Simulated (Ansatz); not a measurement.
Basis-set extrapolation for `B[SiH]1BS1` (PBE0-D4/def2-TZVP geometry, frozen core, Ansatz). Multiplicity 1, RHF reference.

```tsv
	def2-TZVPP	def2-QZVPP
HF	-738.172202	-738.193950
MP2 correlation	-0.486162	-0.522723
CCSD(T) correlation	-0.563420	not run
```

Energies in hartree. Use E(X) = E(∞) + A·exp(−7.88·√X) for Hartree–Fock and E(X) = E(∞) + B·X^(−2.97) for correlation, with X = 3 and 4, and add CCSD(T) minus MP2 of the smaller set to the MP2 limit.

**Question.** What is the CCSD(T) energy at the basis-set limit?

**Answer.** HF limit: -738.193950 + (-0.021748) × 0.13774 = -738.19695. MP2 limit: -0.522723 + (-0.036561) × 0.74074 = -0.54981. Higher-order term: -0.563420 − (-0.486162) = -0.07726. Total: -738.82402 hartree, 232.1 kJ/mol below CCSD(T)/def2-TZVPP.
